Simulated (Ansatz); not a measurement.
Relaxation of Sr₇⁺ with UKS r2SCAN/def2-SVP.

```sh
$ ansatz run in.yaml --threads 4 --pin off --events-out ev --progress --plain --max-ram 4787MiB
```

```yaml
crystal:
  periodic: [false, false, false]
  atoms:
    - {symbol: Sr, position_ang: [2.956730, 0.346560, 1.775700]}
    - {symbol: Sr, position_ang: [-0.401000, 2.601090, 2.341170]}
    - {symbol: Sr, position_ang: [1.106000, -1.470640, -1.735570]}
    - {symbol: Sr, position_ang: [-0.941520, -1.695070, 1.593860]}
    - {symbol: Sr, position_ang: [-2.324540, 1.113570, -1.359830]}
    - {symbol: Sr, position_ang: [-2.051560, -3.810690, -1.570660]}
    - {symbol: Sr, position_ang: [1.655900, 2.915180, -1.044670]}
basis:
  gaussian: {orbitals: def2-SVP}
total_charge: 1
magnetization: {spin_polarized: true, initial_magnetization: 1}
hamiltonian: {xc: r2scan}
scf: {lower_state_search: "off"}
output: {orbitals: {seedname: orbitals}}
relax: {f_tol: 0.02, max_steps: 100}
```

It took 9.2 min on 4 threads of Intel Xeon on a shared host, peak host memory 0.9 GiB.

Positions (Å) and forces (eV/Å) at steps 1, 2, 3, 4, 5, 7 of 7:

```xyz
7
step=1 energy=-5844.3675 eV
Sr    2.957    0.347    1.776   -0.120   -0.134   -0.076
Sr   -0.401    2.601    2.341   -0.112   -0.122   -0.059
Sr    1.106   -1.471   -1.736    0.195    0.280    0.002
Sr   -0.942   -1.695    1.594    0.079    0.311    0.210
Sr   -2.325    1.114   -1.360    0.213   -0.215    0.154
Sr   -2.052   -3.811   -1.571   -0.169    0.024   -0.139
Sr    1.656    2.915   -1.045   -0.085   -0.144   -0.093
7
step=2 energy=-5844.4659 eV
Sr    2.934    0.317    1.765   -0.144   -0.105   -0.040
Sr   -0.435    2.579    2.327   -0.045   -0.081   -0.064
Sr    1.157   -1.433   -1.738    0.112    0.238    0.035
Sr   -0.921   -1.654    1.642    0.113    0.215    0.129
Sr   -2.291    1.051   -1.326    0.220   -0.204    0.109
Sr   -2.073   -3.732   -1.592   -0.148    0.056   -0.104
Sr    1.630    2.873   -1.078   -0.108   -0.118   -0.065
7
step=3 energy=-5844.5962 eV
Sr    2.846    0.262    1.763   -0.005   -0.002    0.033
Sr   -0.460    2.550    2.289   -0.030   -0.005    0.027
Sr    1.218   -1.336   -1.720    0.040    0.054   -0.050
Sr   -0.841   -1.587    1.709    0.008    0.002    0.079
Sr   -2.171    0.908   -1.274    0.044   -0.125    0.001
Sr   -2.142   -3.598   -1.636   -0.052    0.103   -0.024
Sr    1.550    2.802   -1.131   -0.005   -0.027   -0.067
7
step=4 energy=-5844.6335 eV
Sr    2.813    0.271    1.808    0.030    0.054    0.036
Sr   -0.491    2.532    2.291   -0.007   -0.019    0.034
Sr    1.275   -1.285   -1.750    0.020   -0.029   -0.066
Sr   -0.789   -1.602    1.795   -0.032   -0.038    0.032
Sr   -2.106    0.765   -1.262   -0.023    0.013   -0.029
Sr   -2.216   -3.429   -1.670   -0.013    0.011    0.016
Sr    1.514    2.749   -1.212    0.025    0.008   -0.022
7
step=5 energy=-5844.6356 eV
Sr    2.814    0.351    1.841    0.032   -0.005    0.001
Sr   -0.563    2.404    2.350    0.013    0.058   -0.031
Sr    1.296   -1.278   -1.836   -0.004   -0.052    0.018
Sr   -0.768   -1.628    1.841   -0.003   -0.011   -0.043
Sr   -2.063    0.802   -1.348    0.004   -0.040    0.027
Sr   -2.260   -3.359   -1.583   -0.032   -0.022   -0.022
Sr    1.544    2.709   -1.267   -0.009    0.071    0.050
7
step=7 energy=-5844.6443 eV
Sr    2.833    0.349    1.841   -0.002    0.000    0.000
Sr   -0.538    2.459    2.331    0.000    0.000   -0.002
Sr    1.296   -1.305   -1.819    0.004   -0.003    0.002
Sr   -0.774   -1.625    1.811    0.004   -0.003   -0.004
Sr   -2.062    0.763   -1.320   -0.001    0.007   -0.003
Sr   -2.289   -3.391   -1.618   -0.002    0.000    0.004
Sr    1.533    2.751   -1.227   -0.003    0.000    0.002
```

In the def2 sets Sr takes a core potential; there is no spin–orbit coupling. The charge 1 doublet is spin-contaminated (final ⟨S²⟩ up to 2.42, 0.75 for a pure state). Another isomer (doublet) lies 0.32 eV lower at PBE0/def2-TZVP; other spin states weren't run for this one.
